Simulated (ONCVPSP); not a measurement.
**Plane-wave convergence, ONCV potential for Mn (Z = 25)**

```
Element                 : Mn
Generator               : ONCVPSP 4.0.1
Type                    : optimised norm-conserving Vanderbilt (ONCV)
Functional              : PBE
Relativity              : scalar-relativistic
Frozen core             : [Ne]
Valence charge          : 15
Reference configuration : 3s2 3p6 3d5 4s2
Partial waves           : 3s+4s: rc 1.15 bohr, ncon 5, nbas 8, qcut 9.7 1/bohr, 2 projectors; 3p: rc 1.30 bohr, ncon 3, nbas 6, qcut 9.3 1/bohr, 2 projectors, debl 2.1 Ha; 3d: rc 2.05 bohr, ncon 3, nbas 8, qcut 6 1/bohr, 2 projectors, debl 1.6 Ha
Local potential         : polynomial inside 0.85 bohr (lpopt 5, dvloc0 6 Ha)
Core correction         : none
```

For each optimised wave give the share of its norm inside rc, the residual kinetic energy above qcut (Ha) and the cutoffs (Ha) for errors of 10, 1, 0.1 and 0.01 mHa per electron.

| wave | norm inside rc | residual KE | 10 mHa | 1 mHa | 0.1 mHa | 0.01 mHa |
| --- | --- | --- | --- | --- | --- | --- |
| 3s | 0.840 | 3.3e-04 | 33.8 | 42.6 | 97.7 | 128.3 |
| 4s | 0.030 | 4.8e-05 | 22.9 | 35.4 | 44.4 | 72.2 |
| 3p | 0.865 | 8.7e-07 | 23.0 | 29.4 | 34.6 | 38.9 |
| p projector 2 | 0.040 | 1.4e-07 | 16.6 | 24.0 | 30.4 | 35.6 |
| 3d | 0.882 | 5.1e-04 | 14.5 | 17.2 | 58.1 | not reached |
| d projector 2 | 0.167 | 3.1e-03 | 16.1 | 26.9 | 78.3 | 141.8 |

The occupied waves need 43 Ha and 98 Ha for 1 and 0.1 mHa. Its largest configuration-test error is -533 meV.
